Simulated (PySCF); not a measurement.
Compound: C₂H₇F₃SSi₂.
Geometry (GFN2-xTB, Å), atoms numbered from 1 in this order:
```xyz
15
C2H7F3SSi2 angstrom
F      1.6245   -0.8443    1.0325
C      2.0994    0.1437    0.2657
F      2.0578    1.2533    1.0183
F      3.3838   -0.1176    0.0344
S      1.2147    0.3204   -1.3033
C     -0.5336    0.1514   -0.7840
Si    -1.0145    1.4447    0.5460
Si    -0.9976   -1.6851   -0.4624
H     -1.0290    0.4502   -1.7110
H     -2.4734    1.5161    0.4932
H     -0.5669    0.9733    1.8527
H     -0.4003    2.7219    0.1949
H     -0.8027   -1.9996    0.9483
H     -2.4095   -1.8058   -0.8254
H     -0.1573   -2.5146   -1.3220
```

Computed, not measured: TDDFT PBE0/def2-SVPD, vertical, gas phase, core orbitals frozen in the response (PySCF 2.14.0, density-fitted response routines).

Kohn–Sham orbitals with the atoms that hold most of them (Löwdin shares over 4%, at most four atoms; ? is withheld):

```
orbital  ε (eV)                              atoms
 LUMO+2    0.41    S5 32%, Si8 14%, Si7 10%, C2 8%
 LUMO+1    0.15   S5 19%, Si8 16%, Si7 15%, C6 14%
   LUMO       ?                                  ?
   HOMO   -7.25      S5 59%, C6 15%, Si8 6%, C2 6%
 HOMO-1   -9.27                                  ?
 HOMO-2   -9.55  Si7 21%, H12 19%, Si8 17%, C6 14%
 HOMO-3   -9.86  Si8 20%, H14 15%, Si7 14%, H11 9%
```

**Question.** Which atoms hold the HOMO-1, and with what shares?

**Answer.** S5 (bonded to 2 C) 30%; C6 (bonded to S, 2 Si and H) 20%; Si7 (bonded to C and 3 H) 11%; Si8 (bonded to C and 3 H) 9%. By element: sulfur 30%, carbon 20% or more, silicon 20%.

**Question.** Which atoms hold the LUMO, and with what shares?

**Answer.** S5 (bonded to 2 C) 35%; C6 (bonded to S, 2 Si and H) 13%; Si8 (bonded to C and 3 H) 11%; Si7 (bonded to C and 3 H) 10%. By element: sulfur 35%, silicon 21%, carbon 13% or more.

**Question.** What is the LUMO energy, and the HOMO–LUMO gap?

**Answer.** ε(LUMO) = -0.54 eV; the gap is 6.71 eV (0.2465 hartree).

**Question.** The HOMO–LUMO gap is 6.71 eV. Where does the response calculation put the lowest singlet, and from which orbitals?

**Answer.** S1 is at 5.16 eV (f = 0.0055), 1.54 eV below the gap, made of HOMO→LUMO (92%). Without the coupling terms of the response equations the lowest excitation would equal the gap.

**Question.** One configuration dominates each of S1 and S2. Which, and how do the shares of the two leading atoms of either orbital change from the occupied to the empty one?

**Answer.** 
- S1 (5.16 eV, f 0.0055), HOMO→LUMO (92%): S5 59% → 35%, C6 15% → 13%
- S2 (6.17 eV, f 0.0004), HOMO→LUMO+1 (95%): S5 59% → 19%, C6 15% → 14%, Si8 6% → 16%

Löwdin shares depend on the basis, the more so with diffuse functions.

The run took 1.7 min on one thread, Arm Neoverse N1 (aarch64), no GPU, shared host, and the process peaked at 0.95 GiB of memory.

One conformer stands for the species.
